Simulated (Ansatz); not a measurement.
Reaction (isomerisation): `[CH3][SnH]([CH3])[AlH2]` → `[CH3][Al]([CH3])[SnH3]`

Gas-phase electronic energies from Ansatz, PBE0-D4/def2-TZVP geometries. CCSD(T)/CBS adds triple-zeta CCSD(T) − MP2 to the extrapolated MP2 energy (def2 sets, frozen cores). DFT in def2-TZVPP. B3LYP here is the variant with VWN-RPA as its local correlation; programs differ in this. Elements past krypton have def2 core potentials. For Sn outer-core shells are correlated without core-valence functions, which leaves a few kJ/mol of doubt a bond.

```csv
level,ΔE (kJ/mol),difference from CCSD(T)/CBS
PBE-D4,-53.1,-13.5
r2SCAN-D4,-57.2,-17.6
PBE0-D4,-53.0,-13.4
B3LYP-D4,-50.0,-10.4
ωB97X-V,-48.2,-8.6
ωB97M-V,-53.1,-13.5
B2PLYP,-47.7,-8.1
PBE,-54.5,-14.9
r2SCAN,-57.4,-17.8
PBE0,-54.1,-14.5
B3LYP,-52.4,-12.8
HF/def2-TZVPP,-44.4,-4.8
MP2/def2-TZVPP,-38.7,0.9
SCS-MP2/def2-TZVPP,-36.6,3.0
CCSD/def2-TZVPP,-43.4,-3.8
CCSD(T)/def2-TZVPP,-42.6,-3.0
HF/def2-QZVPP,-44.1,-4.5
MP2/def2-QZVPP,-36.9,2.7
SCS-MP2/def2-QZVPP,-35.3,4.3
HF/CBS(def2),-44.1,-4.5
MP2/CBS(def2),-35.7,3.9
CCSD/CBS(def2),-40.4,-0.8
CCSD(T)/CBS,-39.6,0
```

Largest T1 diagnostic among the species: 0.012.
